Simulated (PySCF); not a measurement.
Spin-orbit coupling and the third ionisation energy along group 13

Two-component X2C-1e calculated with PySCF 2.14: MP2 on generalised Hartree-Fock spinors (GMP2), with spin-orbit coupling off and on (screened by Boettger's factors); no Breit or QED terms. Values in eV; the references (NIST) lie between the lowest levels. Elements whose determinants are no pure J levels are left out.

| element | configurations | spin-free | with spin-orbit | shift | reference |
| --- | --- | --- | --- | --- | --- |
| B (x2c-SVPall-2c, 1s2 frozen) | [He] 2s1 → 1s2 | 37.320 | 37.320 | 0.000 | 37.931 |
| Al (x2c-SVPall-2c, [Ne] frozen) | [Ne] 3s1 → [Ne] | 27.896 | 27.896 | 0.000 | 28.448 |
| In (x2c-SVPall-2c, [Ar] 3d10 frozen) | [Kr] 4d10 5s1 → [Kr] 4d10 | 26.881 | 26.883 | 0.002 | 28.044 |
| Tl (x2c-SVPall-2c, [Kr] 4d10 4f14 frozen) | [Xe] 4f14 5d10 6s1 → [Xe] 4f14 5d10 | 29.485 | 29.515 | 0.030 | 29.852 |

Q: Estimate the missing row, Ga (x2c-SVPall-2c, [Ne] frozen).

A: The calculation gives spin-free 29.835; with spin-orbit 29.835; shift 0.000. The reference value is 30.726.

What remains against the references is mostly the basis and correlation beyond MP2.
